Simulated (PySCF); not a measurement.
C2H9B3NO3P.
SMILES: `CN(C)B1OBOB(P)O1`

Torsions of this conformer, `[CH3:1][N:2]([CH3:3])[B:4]1[O:5][BH:6][O:7][B:8]([PH2:9])[O:10]1`: C1–N2–B4–O5 179°, H–P9–B8–O7 141°, H–P9–B8–O7 44°.

The closed-shell ground state was solved at several levels (PySCF, density fitting, gas phase, non-relativistic). Geometry: PBE0-D3(BJ)/def2-SVP, one conformer, isolated molecule.

```tsv
level	basis functions	HOMO (eV)	LUMO (eV)	gap (eV)	dipole (D)
HF/pcSseg-1	222	-10.01	3.43	13.44	2.44
PBE0/pcSseg-1	222	-7.13	-0.31	6.82	2.76
```

Q: What might PBE0/def2-SVPD (285 basis functions) give for the same quantities?

A: HOMO -7.16 eV, LUMO -0.38 eV, gap 6.78 eV, dipole 2.50 D.

Q: Over all these levels, which gives the widest orbital gap and which the narrowest?

A: HF/pcSseg-1 (Hartree–Fock, all exact exchange) has the widest, 13.44 eV, and PBE0/def2-SVPD (global hybrid, 25 % exact exchange) the narrowest, 6.78 eV. Functional and basis both differ between the two, so the spread mixes both effects. The HOMO need not be the same orbital at Hartree–Fock and at DFT levels.

Q: How far do the dipole and the HOMO energy spread over the levels?

A: The dipole runs from 2.44 to 2.76 D (mean 2.57 D) and the HOMO from -10.01 to -7.13 eV.
